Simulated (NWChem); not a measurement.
System: C2H6OSi; SMILES C1OC[SiH2]1

NWChem input:

```
start job
memory heap 200 mb stack 900 mb global 1100 mb
geometry units angstroms noautosym nocenter noautoz
  C      0.123583    -1.137054     0.461313
  O     -0.092340    -0.000000     1.332088
  C      0.123583     1.137054     0.461313
  Si    -0.032187    -0.000000    -1.075534
  H     -0.638443    -1.925059     0.642580
  H      1.132886    -1.593242     0.607270
  H      1.132886     1.593242     0.607270
  H     -0.638443     1.925059     0.642580
  H     -1.381067    -0.000000    -1.743992
  H      1.040359     0.000000    -2.134344
end
basis spherical
  * library def2-svp
end
dft
  xc b3lyp
  iterations 150
end
property
  efieldgrad
end
task dft property
```

Parts of the log:

```
             Northwest Computational Chemistry Package (NWChem) 7.3.0
             --------------------------------------------------------

                             Geometry "geometry" -> ""
                             -------------------------

 Output coordinates in angstroms (scale by  1.889725989 to convert to a.u.)

  No.       Tag          Charge          X              Y              Z
 ---- ---------------- ---------- -------------- -------------- --------------
    1 C                    6.0000     0.12358300    -1.13705400     0.46131300
    2 O                    8.0000    -0.09234000     0.00000000     1.33208800
    3 C                    6.0000     0.12358300     1.13705400     0.46131300
    4 Si                  14.0000    -0.03218700     0.00000000    -1.07553400
    5 H                    1.0000    -0.63844300    -1.92505900     0.64258000
    6 H                    1.0000     1.13288600    -1.59324200     0.60727000
    7 H                    1.0000     1.13288600     1.59324200     0.60727000
    8 H                    1.0000    -0.63844300     1.92505900     0.64258000
    9 H                    1.0000    -1.38106700     0.00000000    -1.74399200
   10 H                    1.0000     1.04035900     0.00000000    -2.13434400

 Effective nuclear repulsion energy (a.u.)     168.4543837893

                              NWChem Property Module
                              ----------------------

  itol2e modified to match energy
  convergence criterion.

                                 NWChem DFT Module
                                 -----------------

 Summary of "ao basis" -> "ao basis" (spherical)
 ------------------------------------------------------------------------------
       Tag                 Description            Shells   Functions and Types
 ---------------- ------------------------------  ------  ---------------------
 C                          def2-svp                 6       14   3s2p1d
 O                          def2-svp                 6       14   3s2p1d
 Si                         def2-svp                 8       18   4s3p1d
 H                          def2-svp                 3        5   2s1p

  itol2e modified to match energy
  convergence criterion.

            General Information
            -------------------
          SCF calculation type: DFT
          Wavefunction type:  closed shell.
          No. of atoms     :    10
          No. of electrons :    40
           Alpha electrons :    20
            Beta electrons :    20
          Charge           :     0
          Spin multiplicity:     1
          Use of symmetry is: off; symmetry adaption is: off
          Maximum number of iterations: 150
          AO basis - number of functions:    90
                     number of shells:    44
          Convergence on energy requested:  1.00D-07
          Convergence on density requested:  1.00D-05
          Convergence on gradient requested:  5.00D-04

              XC Information
              --------------
                         B3LYP Method XC Potential
                     Hartree-Fock (Exact) Exchange  0.200
                        Slater Exchange Functional  0.800 local
                    Becke 1988 Exchange Functional  0.720 non-local
              Lee-Yang-Parr Correlation Functional  0.810
                  VWN I RPA Correlation Functional  0.190 local

             Grid Information
             ----------------
          Grid used for XC integration:  fine
          Radial quadrature: Mura-Knowles
          Angular quadrature: Lebedev.
          Tag              B.-S. Rad. Rad. Pts. Rad. Cut. Ang. Pts.
          ---              ---------- --------- --------- ---------
          C                   0.70       70          10.0       590
          O                   0.60       70          10.0       590
          Si                  1.10      123           9.0       770
          H                   0.35       60          11.0       590
          Grid pruning is: on
          Number of quadrature shells:   693
          Spatial weights used:  Erf1

      Superposition of Atomic Density Guess
      -------------------------------------

 Sum of atomic energies:        -441.67499331

      Non-variational initial energy
      ------------------------------

 Total energy =    -443.612519
 1-e energy   =    -942.117443
 2-e energy   =     330.050540
 HOMO         =      -0.312622
 LUMO         =       0.046029

   convergence    iter        energy       DeltaE   RMS-Dens  Diis-err
 ---------------- ----- ----------------- --------- --------- ---------
 d= 0,ls=0.0,diis     1   -444.2397376367 -6.13D+02  1.10D-02  4.29D-01
 d= 0,ls=0.0,diis     2   -444.2379088469  1.83D-03  6.19D-03  5.46D-01
 d= 0,ls=0.0,diis     3   -444.2884398405 -5.05D-02  1.48D-03  5.53D-02
 d= 0,ls=0.0,diis     4   -444.2931864541 -4.75D-03  4.82D-04  1.86D-03
 d= 0,ls=0.0,diis     5   -444.2933891381 -2.03D-04  1.76D-04  2.15D-04
  Resetting Diis
 d= 0,ls=0.0,diis     6   -444.2934196558 -3.05D-05  3.85D-05  9.52D-06
 d= 0,ls=0.0,diis     7   -444.2934211892 -1.53D-06  1.02D-05  2.59D-07
 d= 0,ls=0.0,diis     8   -444.2934212041 -1.49D-08  4.75D-06  1.69D-07

         Total DFT energy =     -444.293421204081
      One electron energy =     -945.461752061246
           Coulomb energy =      375.283496020654
    Exchange-Corr. energy =      -42.569548952797
 Nuclear repulsion energy =      168.454383789309

 Numeric. integr. density =       39.999996454225

                       DFT Final Molecular Orbital Analysis
                       ------------------------------------

 Vector   18  Occ=2.000000D+00  E=-3.026523D-01
              MO Center=  6.0D-02,  3.6D-09,  1.5D-02, r^2= 2.6D+00
   Bfn.  Coefficient  Atom+Function         Bfn.  Coefficient  Atom+Function
  ----- ------------  ---------------      ----- ------------  ---------------
    51      0.274800   4 Si py                6      0.259207   1 C  pz
    34     -0.259207   3 C  pz                5     -0.233461   1 C  py
    33     -0.233461   3 C  py               54      0.204818   4 Si py
     3     -0.166609   1 C  s                31      0.166609   3 C  s
     9      0.150314   1 C  pz               37     -0.150314   3 C  pz

[...]

          -----------------------
          Electric field gradient
          -----------------------

 1 a.u. = 0.324123 10**(16) esu/cm**3  ( or statvolts/cm**2 ) = 0.97174 10**(22) v/m**2

 ------------------------------------------------------------
   Atom      X         Y         Z
 ------------------------------------------------------------
    1 C    0.23354  -2.14872   0.87176
 ------------------------------------------------------------

 Electric field gradient in molecular frame (a.u.)
         XX             YY             ZZ             XY             XZ             YZ
 ------------------------------------------------------------------------------------------
        0.118017      -0.095675      -0.022343       0.046675       0.052830      -0.287895

 Principal components (a.u.) and orientation
 of principal axis w.r.t. absolute frame                      Asymmetry parameter eta
 --------------------------------------------------------------------------------------
       -0.359478       0.231945       0.127532                       0.290459

       -0.144973       0.083088       0.985941
        0.741089      -0.651109       0.163841
        0.655568       0.754423       0.032818

 ------------------------------------------------------------
   Atom      X         Y         Z
 ------------------------------------------------------------
    2 O   -0.17450   0.00000   2.51728
 ------------------------------------------------------------

 Electric field gradient in molecular frame (a.u.)
         XX             YY             ZZ             XY             XZ             YZ
 ------------------------------------------------------------------------------------------
        1.827691      -1.832985       0.005294       0.000000       0.564776      -0.000000

 Principal components (a.u.) and orientation
 of principal axis w.r.t. absolute frame                      Asymmetry parameter eta
 --------------------------------------------------------------------------------------
        1.988525      -1.832985      -0.155540                       0.843562

        0.961762      -0.000000      -0.273886
        0.000000       1.000000      -0.000000
        0.273886       0.000000       0.961762

 ------------------------------------------------------------
   Atom      X         Y         Z
 ------------------------------------------------------------
    3 C    0.23354   2.14872   0.87176
 ------------------------------------------------------------

 Electric field gradient in molecular frame (a.u.)
         XX             YY             ZZ             XY             XZ             YZ
 ------------------------------------------------------------------------------------------
        0.118017      -0.095675      -0.022343      -0.046675       0.052830       0.287895

 Principal components (a.u.) and orientation
 of principal axis w.r.t. absolute frame                      Asymmetry parameter eta
 --------------------------------------------------------------------------------------
       -0.359478       0.231945       0.127532                       0.290459

        0.144973       0.083088       0.985941
        0.741089       0.651109      -0.163841
       -0.655568       0.754423       0.032818

 ------------------------------------------------------------
   Atom      X         Y         Z
 ------------------------------------------------------------
    4 Si  -0.06082   0.00000  -2.03246
 ------------------------------------------------------------

 Electric field gradient in molecular frame (a.u.)
         XX             YY             ZZ             XY             XZ             YZ
 ------------------------------------------------------------------------------------------
        0.015153      -0.221925       0.206773       0.000000       0.039242       0.000000

 Principal components (a.u.) and orientation
 of principal axis w.r.t. absolute frame                      Asymmetry parameter eta
 --------------------------------------------------------------------------------------
       -0.221925       0.214497       0.007428                       0.933060

       -0.000000       0.193148       0.981170
        1.000000       0.000000       0.000000
       -0.000000       0.981170      -0.193148

 ------------------------------------------------------------
   Atom      X         Y         Z
 ------------------------------------------------------------
    5 H   -1.20648  -3.63783   1.21430
 ------------------------------------------------------------

 Electric field gradient in molecular frame (a.u.)
         XX             YY             ZZ             XY             XZ             YZ
 ------------------------------------------------------------------------------------------
       -0.056498      -0.073204       0.129701      -0.201353       0.051235       0.039020

 Principal components (a.u.) and orientation
 of principal axis w.r.t. absolute frame                      Asymmetry parameter eta
 --------------------------------------------------------------------------------------
       -0.276353       0.148127       0.128225                       0.072016

        0.686632       0.550016       0.475415
        0.710313      -0.368216      -0.599894
       -0.154896       0.749599      -0.643512

 ------------------------------------------------------------
   Atom      X         Y         Z
 ------------------------------------------------------------
    6 H    2.14084  -3.01079   1.14757
 ------------------------------------------------------------

 Electric field gradient in molecular frame (a.u.)
         XX             YY             ZZ             XY             XZ             YZ
 ------------------------------------------------------------------------------------------
       -0.193964       0.063963       0.130001       0.145812      -0.049387       0.012482

 Principal components (a.u.) and orientation
 of principal axis w.r.t. absolute frame                      Asymmetry parameter eta
 --------------------------------------------------------------------------------------
       -0.266016       0.142457       0.123559                       0.071040

        0.905657      -0.326304       0.270760
       -0.404948      -0.476308       0.780479
        0.125708       0.816490       0.563508

 ------------------------------------------------------------
   Atom      X         Y         Z
 ------------------------------------------------------------
    7 H    2.14084   3.01079   1.14757
 ------------------------------------------------------------

 Electric field gradient in molecular frame (a.u.)
         XX             YY             ZZ             XY             XZ             YZ
 ------------------------------------------------------------------------------------------
       -0.193964       0.063963       0.130001      -0.145812      -0.049387      -0.012482

 Principal components (a.u.) and orientation
 of principal axis w.r.t. absolute frame                      Asymmetry parameter eta
 --------------------------------------------------------------------------------------
       -0.266016       0.142457       0.123559                       0.071040

        0.905657      -0.326304      -0.270760
        0.404948       0.476308       0.780479
        0.125708       0.816490      -0.563508

 ------------------------------------------------------------
   Atom      X         Y         Z
 ------------------------------------------------------------
    8 H   -1.20648   3.63783   1.21430
 ------------------------------------------------------------

 Electric field gradient in molecular frame (a.u.)
         XX             YY             ZZ             XY             XZ             YZ
 ------------------------------------------------------------------------------------------
       -0.056498      -0.073204       0.129701       0.201353       0.051235      -0.039020

 Principal components (a.u.) and orientation
 of principal axis w.r.t. absolute frame                      Asymmetry parameter eta
 --------------------------------------------------------------------------------------
       -0.276353       0.148127       0.128225                       0.072016

       -0.686632       0.550016       0.475415
        0.710313       0.368216       0.599894
        0.154896       0.749599      -0.643512

 ------------------------------------------------------------
   Atom      X         Y         Z
 ------------------------------------------------------------
    9 H   -2.60984   0.00000  -3.29567
 ------------------------------------------------------------

 Electric field gradient in molecular frame (a.u.)
         XX             YY             ZZ             XY             XZ             YZ
 ------------------------------------------------------------------------------------------
       -0.097296       0.068553       0.028743      -0.000000      -0.081962      -0.000000

 Principal components (a.u.) and orientation
 of principal axis w.r.t. absolute frame                      Asymmetry parameter eta
 --------------------------------------------------------------------------------------
       -0.137665       0.069112       0.068553                       0.004065

        0.897090      -0.441847       0.000000
        0.000000       0.000000       1.000000
        0.441847       0.897090      -0.000000

[...]
```

Level: B3LYP/def2-SVP. Geometry: optimised at PBE-D3(BJ)/def2-SVP. NWChem prints the field gradient with the sign opposite to the second derivative of the potential.
